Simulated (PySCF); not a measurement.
**Ionisation energy of Re³⁸⁺ by level of theory**

Re³⁸⁺ [Kr] 4d1 [4d3/2^1, M_J = 3/2] → Re³⁹⁺ [Kr], as a difference of total energies. All numbers are calculated (PySCF 2.14, the two-component X2C-1e Hamiltonian, in an even-tempered Gaussian basis (16 s from 4.3 bohr⁻², ratio 2.8; 14 p from 5.6 bohr⁻², ratio 2.8; 9 d from 5.6 bohr⁻², ratio 2.8; 3 f from 20 bohr⁻², ratio 3)). Correlated levels: [Ar] 3d10 frozen; the 96 highest virtual spinors dropped. "Screened" scales the spin-orbit matrix elements by Boettger's factors to mimic the two-electron term; Breit and QED terms are absent.

| method | ionisation energy (eV) |
| --- | --- |
| GHF (spin-free) | 1684.9 |
| GMP2 (spin-free) | 1684.9 |
| GHF (screened spin-orbit) | 1697.4 |
| GMP2 (screened spin-orbit) | 1697.5 |

Breit and QED terms and the two-electron picture change are absent.

The spin-free rows lack the spin-orbit shift.

For comparison: 1696 ± 4 eV (theoretical estimate listed by NIST; NIST Atomic Spectra Database, ionization energies).
